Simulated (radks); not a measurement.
Trend from La to Lu: ionisation energy by Delta-SCF between NIST ground configurations, and size. Method: Dirac Kohn-Sham, PBE, spin-unpolarised, spherical densities, finite nucleus; open shells fill j = l - 1/2 first; Fermi nuclear charge, rms radius of each element as measured or else 0.836 A^(1/3) + 0.57 fm; computed with a radial shooting solver on a logarithmic mesh with Libxc functionals.

species      configuration  configuration of the ion  IE (eV)  NIST (eV)       kind  -e(HOMO) (eV)  outermost  <r> outermost (bohr)  r at 0.001 e/bohr^3 (bohr)
La            [Xe] 5d1 6s2                  [Xe] 5d2    5.919      5.577       exp.  3.172 (5d3/2)      6s1/2                  4.43                        5.48
Ce        [Xe] 4f1 5d1 6s2              [Xe] 4f1 5d2    6.115      5.539       exp.  3.144 (5d3/2)      6s1/2                  4.36                        5.44
Pr            [Xe] 4f3 6s2              [Xe] 4f3 6s1    5.716      5.470  semi-emp.  1.336 (4f5/2)      6s1/2                  4.50                        5.40
Nd            [Xe] 4f4 6s2              [Xe] 4f4 6s1    5.793      5.525       exp.  1.840 (4f5/2)      6s1/2                  4.44                        5.36
Pm            [Xe] 4f5 6s2              [Xe] 4f5 6s1    5.868      5.582       exp.  2.244 (4f5/2)      6s1/2                  4.38                        5.32
Sm            [Xe] 4f6 6s2              [Xe] 4f6 6s1    5.941      5.644       exp.  2.564 (4f5/2)      6s1/2                  4.33                        5.29
Eu            [Xe] 4f7 6s2              [Xe] 4f7 6s1    6.015      5.670       exp.  2.264 (4f7/2)      6s1/2                  4.27                        5.25
Gd        [Xe] 4f7 5d1 6s2          [Xe] 4f7 5d1 6s1    6.616      6.150       exp.  2.638 (5d3/2)      6s1/2                  4.00                        5.24
Tb            [Xe] 4f9 6s2              [Xe] 4f9 6s1    6.162      5.864       exp.  2.548 (4f7/2)      6s1/2                  4.17                        5.19
Dy           [Xe] 4f10 6s2             [Xe] 4f10 6s1    6.235      5.939       exp.  2.611 (4f7/2)      6s1/2                  4.12                        5.16
Ho           [Xe] 4f11 6s2             [Xe] 4f11 6s1    6.309      6.022       exp.  2.628 (4f7/2)      6s1/2                  4.07                        5.13
Er           [Xe] 4f12 6s2             [Xe] 4f12 6s1    6.384      6.108       exp.  2.604 (4f7/2)      6s1/2                  4.02                        5.10
Tm           [Xe] 4f13 6s2             [Xe] 4f13 6s1    6.460      6.184       exp.  2.542 (4f7/2)      6s1/2                  3.97                        5.08
Yb           [Xe] 4f14 6s2             [Xe] 4f14 6s1    6.537      6.254       exp.  2.446 (4f7/2)      6s1/2                  3.93                        5.05
Lu       [Xe] 4f14 5d1 6s2             [Xe] 4f14 6s2    5.449      5.426       exp.  1.867 (5d3/2)      6s1/2                  3.66                        5.06

Reference values: NIST Atomic Spectra Database (exp. = measured, semi-emp. = semi-empirical, theory = theoretical value adopted there). Spin polarisation and multiplet splitting are left out, so open shells lie too high by an amount that depends on their filling.

Beside tabulated values, note that spin-unpolarised runs miss the spin-polarisation part of the exchange energy of open shells.
